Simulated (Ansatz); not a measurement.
`CC(C)C(C)C(C)(C)C` → `CC(C)(C)CC(C)(C)C`  (isomerisation)

Program: Ansatz. Geometries: PBE0-D4/def2-TZVP. ΔE: electronic, gas phase. CCSD(T)/CBS adds triple-zeta CCSD(T) − MP2 to the extrapolated MP2 energy (def2 sets, frozen cores). DFT in def2-TZVPP. Each species was taken in one conformer, which may not be the lowest.

```csv
level,ΔE (kJ/mol),difference from CCSD(T)/CBS
revPBE-D4,-1.4,1.2
BLYP-D4,-2.4,0.2
CAM-B3LYP-D4,-2.3,0.3
PBE-QIDH,-2.1,0.5
PBE,-2.6,0.0
CAM-B3LYP,-3.1,-0.5
RPA@PBE/def2-TZVPP,-3.0,-0.4
MP2/def2-SVP,-2.9,-0.3
MP2/def2-QZVPP,-3.1,-0.5
CCSD/CBS(def2),-2.6,0.0
CCSD(T)/CBS,-2.6,0
```

Largest T1 diagnostic among the species: 0.009.

Leaving LDA and LC-ωPBE aside and taking each functional with its dispersion term where it has one, the values, not all of them listed here, spread over 2.0 kJ/mol, from B2PLYP to revPBE-D4.

CCSD(T)/CBS has its own doubt, a few kJ/mol and more with outer-core shells, so smaller differences from it don't rank the levels.
